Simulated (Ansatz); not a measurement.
Mulliken charges of AgCl, SMILES `[Cl][Ag]` from PBE/def2-TZVPP in Ansatz (PBE0-D4/def2-TZVP geometry).

```tsv
atom	x (Å)	y (Å)	z (Å)	charge (e)
Cl1	0.988	-0.377	0.491	-0.401
Ag2	-0.958	0.317	-0.487	0.401
```

By hand: the dipole of these point charges (1 e Å = 4.8032 D).

Σ q r = (-0.780, 0.278, -0.392) e Å, of length 0.916 e Å = 4.40 D.

How does the dipole of the full density compare? (An estimate is asked.)

The calculation gave: (-0.861, 0.308, -0.433) e Å, 4.86 D; the point charges give 0.91 times that, at 0° from its direction.

Point charges leave out the atoms' own dipoles, such as those of lone pairs, and Mulliken's split depends on the basis, so the close match here is no proof of good charges.
